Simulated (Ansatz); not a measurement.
A nudged elastic band was laid between two geometries of BF2H + H4Si (9 atoms, charge 0, multiplicity 1).

All numbers below come from Ansatz, RKS PBE/6-31G*.

```json
{"movable images": "7", "climbing image": "yes", "spring": "5.0 eV/Å²", "optimiser": "quadratic models (default)", "start path": "through a guess of the saddle point", "force threshold": "0.05 eV/Å", "iteration limit": "60", "end points": "relaxed"}
```

First end point:

```xyz
9
Properties=species:S:1:pos:R:3
B -0.020 1.021 -0.332
H 0.493 1.763 0.460
F 0.510 -0.174 -0.585
F -1.124 1.368 -0.980
Si 0.125 -2.953 1.323
H -0.536 -3.181 0.000
H 1.592 -2.728 1.126
H -0.083 -4.153 2.198
H -0.482 -1.754 1.989
```

Last end point:

```xyz
9
Properties=species:S:1:pos:R:3
B -0.357 -0.704 -0.461
H 0.765 0.836 2.282
F 0.420 0.348 -0.194
F -1.418 -0.483 -1.238
Si 0.013 -2.561 0.295
H -0.176 -3.604 -0.767
H 1.398 -2.674 0.857
H -0.972 -2.842 1.394
H 0.802 0.893 3.030
```

**Question.** Which bonds break or form, and what moves?

**Answer.** Bonds broken: B1–H2, Si5–H9. Bonds formed: B1–Si5, H2–H9. BF2H + H4Si becomes BF2H3Si + H2.

**Question.** What energy profile does the band end with?

**Answer.** It converged. The highest image is number 4 of 0 to 8, 1.92 eV above the first end and 1.51 eV above the last; the last end lies 0.41 eV above the first. Neighbouring images differ by up to 1.7 eV, so the band resolves the path poorly. A vibrational analysis at the climbing image gives one clearly imaginary mode, 1115i cm⁻¹: a first-order saddle point. The orbitals stay closed-shell, which can raise the energy where a bond breaks towards radicals; this wasn't checked here.

```
image  path coordinate (Å)  energy (eV)  B1–H2 (Å)  Si5–H9 (Å)  B1–Si5 (Å)
    0                 0.00         0.00       1.20        1.50        4.31
    1                 1.07         0.01       1.20        1.50        3.91
    2                 2.13         0.03       1.20        1.50        3.61
    3                 3.20         0.23       1.20        1.51        2.96
    4                 4.26         1.92       1.38        2.00        2.19
    5                 5.17         0.75       2.22        2.62        2.03
    6                 6.08         0.45       2.82        3.30        2.04
    7                 6.99         0.42       3.00        3.99        2.04
    8                 7.90         0.41       3.34        4.48        2.04
```

**Question.** What is the geometry of the highest image?

**Answer.** 
```xyz
9
Properties=species:S:1:pos:R:3
B -0.081 -0.219 0.192
H 0.266 0.602 1.241
F 0.839 0.006 -0.797
F -1.412 -0.004 -0.045
Si 0.127 -2.317 0.783
H -0.308 -2.902 -0.527
H 1.525 -2.763 1.093
H -0.801 -2.775 1.870
H 0.320 -0.418 1.389
```

Time of the run: 11 min on 1 thread of Arm Neoverse V1 (shared host), peak memory 0.13 GiB.
